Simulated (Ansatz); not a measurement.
Coupled-cluster run, `C=C=C(N)[SiH3]`.

```yaml
crystal:
  periodic: [false, false, false]
  atoms:
    - {symbol: C, position_ang: [-1.136774, 2.034079, -0.145762]}
    - {symbol: C, position_ang: [-0.660175, 0.837932, 0.050942]}
    - {symbol: C, position_ang: [-0.155128, -0.361439, 0.191655]}
    - {symbol: N, position_ang: [-0.816243, -1.450111, 0.783917]}
    - {symbol: Si, position_ang: [1.508177, -0.675440, -0.608245]}
    - {symbol: H, position_ang: [-0.949989, 2.844212, 0.554513]}
    - {symbol: H, position_ang: [-1.743849, 2.268855, -1.016716]}
    - {symbol: H, position_ang: [-0.206847, -2.047060, 1.323356]}
    - {symbol: H, position_ang: [-1.629353, -1.188374, 1.323148]}
    - {symbol: H, position_ang: [2.392751, -1.363481, 0.375873]}
    - {symbol: H, position_ang: [1.366000, -1.570962, -1.786673]}
    - {symbol: H, position_ang: [2.108431, 0.616690, -1.011907]}
basis:
  gaussian: {orbitals: def2-TZVPP}
correlation: {method: ccsd_t}
output: {orbitals: {seedname: orbitals}}
```

```sh
$ ansatz run in.yaml --threads 4 --pin off --events-out ev --progress --plain --max-ram 10444MiB
```

The program prints (abridged):

```
Functional definition: HF
1547 factors; integrals over basis functions are off by at most 8.0e-4 eV
mean field evaluation 1: about -12542.2659 eV, gradient 3.6e1 eV
mean field evaluation 2: about -12542.5656 eV, gradient 3.5e1 eV
mean field evaluation 4: about -12546.2579 eV, gradient 4.2e0 eV
mean field evaluation 8: about -12546.3219 eV, gradient 3.0e-1 eV
mean field -12546.32241904 eV, -461.0688446970 hartree, gradient 6.8e-6 eV, S^2 0.000000; 0 other end points of the search recorded, 0 dependent functions left out
9 core orbitals not correlated: weight in the atoms' cores, before any rotation towards them, 1.000 or more for the frozen orbitals, at most 0.000 for the correlated occupied ones
reference -12546.32241904 eV, -461.0688446970 hartree; 14, 14 occupied and 241, 241 virtual orbitals, 1547 factors
second order -22.04688936 eV of doubles, -0.00000000 eV of singles
cycle   1  -22.51621516 eV  change   -4.7e-1 eV  update   1.1e-1
cycle   2  -23.13780216 eV  change   -6.2e-1 eV  update   3.5e-2
cycle   3  -23.28009790 eV  change   -1.4e-1 eV  update   1.8e-2
cycle   4  -23.27234286 eV  change    7.8e-3 eV  update   4.8e-3
cycle   5  -23.27229518 eV  change    4.8e-5 eV  update   2.2e-3
cycle   6  -23.27293802 eV  change   -6.4e-4 eV  update   5.7e-4
cycle   7  -23.27272677 eV  change    2.1e-4 eV  update   2.7e-4
cycle   8  -23.27271956 eV  change    7.2e-6 eV  update   9.7e-5
cycle   9  -23.27275752 eV  change   -3.8e-5 eV  update   4.1e-5
cycle  10  -23.27274336 eV  change    1.4e-5 eV  update   1.7e-5
perturbative correction -1.06715404 eV, -0.0392171876 hartree
Total energy: -12570.66231644 eV, -461.9633194282 hartree
```

It took 39 s on 4 threads of an AMD EPYC 9R45 on a shared host, with 6.5 GiB of host memory at the peak.

Correlation energy per correlated electron: -0.869 eV. T1 diagnostic: 0.0126.
